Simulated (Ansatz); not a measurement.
`[CH3][In]([SiH3])[Cl]` + `B[SiH2]OC` → `C[O][In]([CH3])[Cl]` + `B[SiH2][SiH3]`  (redistribution)

Calculated with Ansatz (gas phase, PBE0-D4/def2-TZVP geometries, no zero-point term in ΔE). CCSD(T)/CBS is the MP2 limit (def2-TZVPP, def2-QZVPP) plus CCSD(T) − MP2 in def2-TZVPP, frozen cores. DFT in def2-TZVPP. Elements past krypton have def2 core potentials. For In outer-core shells are correlated without core-valence functions, which leaves a few kJ/mol of doubt a bond. Each species was taken in one conformer, which may not be the lowest.

Task: Is it downhill or uphill in electronic energy at CCSD(T)/CBS, and by how much? (An estimate is asked.)

Result: The calculation gave: Uphill: ΔE = +73.0 kJ/mol.

Task: What do these levels give: PBE, MP2/def2-TZVPP, CCSD(T)/def2-TZVPP, HF/def2-QZVPP, SCS-MP2/def2-QZVPP, CCSD/CBS(def2)? (An estimate is asked.)

Result: Ansatz gave: PBE 63.5, MP2/def2-TZVPP 79.7, CCSD(T)/def2-TZVPP 75.3, HF/def2-QZVPP 100.8, SCS-MP2/def2-QZVPP 80.6, CCSD/CBS(def2) 79.1 kJ/mol.

Largest T1 diagnostic among the species: 0.014.

In def2-TZVPP, CCSD(T) changes the Hartree–Fock value by −25.5 kJ/mol (the triples alone add −6.1 kJ/mol) and MP2 by −21.2 kJ/mol. From PBE to PBE0 (25 % exact exchange), in def2-TZVPP and without D4, ΔE moves by +11.1 kJ/mol.
